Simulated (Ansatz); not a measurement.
The first iterations of a band of AlClH4OSi (8 atoms, charge 0, multiplicity 1).

Method: Ansatz, RKS PBE-D4/def2-SVP.

```yaml
movable_images: 5
climbing_image: yes
spring: 5.0 eV/Å²
optimiser: quadratic models (default)
start_path: IDPP
force_threshold: 0.05 eV/Å
iteration_limit: 60
end_points: relaxed
```

First end point:

```xyz
8
Properties=species:S:1:pos:R:3
O -1.669 -0.837 0.858
Si -0.799 -0.215 -0.457
Al 1.505 0.378 0.196
Cl 2.930 0.740 -1.343
H -1.724 -0.242 1.626
H -1.495 0.971 -1.098
H -0.791 -1.319 -1.479
H 2.043 0.525 1.697
```

Last end point:

```xyz
8
Properties=species:S:1:pos:R:3
O -1.709 -0.491 0.562
Si -0.690 -0.273 -0.771
Al 1.496 0.312 0.193
Cl 1.163 0.814 2.252
H -1.385 -0.034 1.362
H -1.187 0.812 -1.703
H -0.692 -1.549 -1.571
H 3.003 0.407 -0.324
```

| iteration | highest image above the first end (eV) | largest band force component (eV/Å) |
| --- | --- | --- |
| 1 | 0.173 | 0.547 |
| 2 | 0.086 | 0.293 |

Q: Does the band converge within its limit, and where does its top end?

A: The run converged. It ended after 6 iterations with the highest image 0.041 eV above the first end. A vibrational analysis at the climbing image gives no mode beyond 40i cm⁻¹: the surface is too flat there to confirm a saddle point.

Time of the run: 87 s on 1 thread of Arm Neoverse V2, on a shared host, peak memory 0.12 GiB.
